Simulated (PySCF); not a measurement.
# Two-component Hartree-Fock for Os⁷⁴⁺ (osmium, charge +74)

Start: 1s2. Calculated with PySCF 2.14 in an even-tempered Gaussian basis (16 s from 28 bohr⁻², ratio 2.6; 13 p from 36 bohr⁻², ratio 2.6; 6 d from 37 bohr⁻², ratio 2.8; 3 f from 1500 bohr⁻², ratio 2.8): generalised Hartree-Fock with the X2C-1e Hamiltonian and a Gaussian nucleus; spin-orbit coupling (SO) screened by Boettger's factors.

```json
{"spinor shell": "1s1/2", "electrons": "2", "ε, screened SO (eV)": "-84194.0", "weight of nominal j (screened SO)": "1.000", "rms radius, screened SO (bohr)": "0.0199"}
```

| quantity | screened SO |
| --- | --- |
| E (hartree) | -6245.28238 |
| M_J | 0 |
| ⟨J²⟩ | 0.000 |
| ⟨L²⟩ | 0.000 |
| ⟨S²⟩ | 0.000 |

Breit and QED terms are absent; they matter most for the inner s and p1/2 levels.

Densities and radii are taken from the X2C orbitals without a picture-change correction, which distorts them close to the nucleus.
